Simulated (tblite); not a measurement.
C3H6NSi (doublet state).
SMILES: `[C]1=NC[SiH2]C1`

Calculated harmonic vibrations of the isolated species, GFN2-xTB (tblite), most abundant isotopes, no scaling. The method is semi-empirical: single wavenumbers can be off by several per cent or more. Modes of hydrogen on silicon can be 10 to 20 % off. Open shells enter through the occupations alone, without spin polarisation, and single modes of such species can be off by tens of per cent.

Harmonic wavenumbers (cm⁻¹): 119.1, 352.6, 435.1, 439.4, 481.3, 575.4, 604.6, 671.3, 703.9, 736.2, 749.4, 758.8, 922.4, 997.4, 1019.0, 1080.5, 1134.1, 1181.8, 1432.3, 1447.7, 1844.7, 2281.9, 2283.5, 2947.4, 2967.4, 2984.2, 2998.5.

A = 6431, B = 4738, C = 2920 MHz; mass 84.027 u (most abundant isotopes); point group Cs, symmetry number 1; spin multiplicity 2.

What is the zero-point energy?

Half the sum of the wavenumbers: 17075 cm⁻¹ = 48.82 kcal/mol.

Give the ideal-gas entropy at 298.15 K and 1 bar in the rigid-rotor, harmonic-oscillator model (classical rotation).

Translation 39.23, rotation 25.69, vibration 9.50, spin (R ln 2) 1.38: S = 75.8 cal/(mol K).

And Cp and H(298.15 K) − H(0)?

Cp = 23.74 cal/(mol K), of which vibrations give 15.79 (their classical limit is 27 R = 53.7); H(298.15 K) − H(0) = 4.19 kcal/mol without the zero-point energy, 1.82 from vibrations.

What must be added to the electronic energy to get the Gibbs energy at 298.15 K and 1 bar?

ZPE + [H(298.15 K) − H(0)] − T·S = 48.82 + 4.19 − 22.60 = 30.41 kcal/mol.

How do the functions run with temperature in this model?

| T (K) | S (cal/(mol K)) | Cp (cal/(mol K)) | H − H(0) (kcal/mol) | G − H(0) (kcal/mol) | ln q(vib) |
| --- | --- | --- | --- | --- | --- |
| 50 | 52.4 | 8.8 | 0.41 | -2.21 | 0.03 |
| 100 | 58.9 | 10.3 | 0.88 | -5.01 | 0.21 |
| 373.15 | 81.6 | 28.4 | 6.15 | -24.31 | 2.53 |
| 500 | 90.9 | 34.7 | 10.17 | -35.27 | 4.06 |
| 750 | 106.6 | 42.9 | 19.95 | -60.02 | 7.22 |
| 1000 | 119.7 | 48.1 | 31.36 | -88.35 | 10.26 |

q(vib) and H(0) count from the zero-point level.

Which modes carry the vibrational entropy at 298.15 K?

119.1 cm⁻¹: 3.11; 352.6 cm⁻¹: 1.15; 435.1 cm⁻¹: 0.84; 439.4 cm⁻¹: 0.83; 481.3 cm⁻¹: 0.71; 575.4 cm⁻¹: 0.49 cal/(mol K); the other 21 give 2.36 together.

Hindered rotation and anharmonicity are outside this model.
